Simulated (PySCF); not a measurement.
# From a computed spectrum to the compound

A species of 4 atoms with charge 0 has these harmonic modes (PBE0, small Gaussian bases with core potentials, PySCF 2.14.0):

```
cm⁻¹  km/mol
 158    36.9
 437   151.8
 513   152.3
 605    88.7
 824   142.0
3967   110.2
```

(1) Which species is it, and in which structure?

## Answers

(1) YbO(OH) (singlet in the valence; each metal's 4f electrons, 13 of them, lie in its core potential, out of spins and levels):
```xyz
4

Yb    0.0585   -0.0117   -0.1631
O     1.3256    0.0639    1.1261
O    -1.8172    0.0559    0.5600
H    -2.2904    0.1110    1.3929
```
Ideal gas at 298.15 K and 1 bar: S = 302.0 J/(mol K), Cp = 58.9 J/(mol K), H − H(0 K) = 13.5 kJ/mol (rigid rotor, harmonic modes, spin degeneracy alone, that of the 4f electrons in the core included). An lcecp potential fixes the number of 4f electrons, so in runs with it no electron can move into or out of that shell.
 The answer isn't unique; the calculation gave this one.
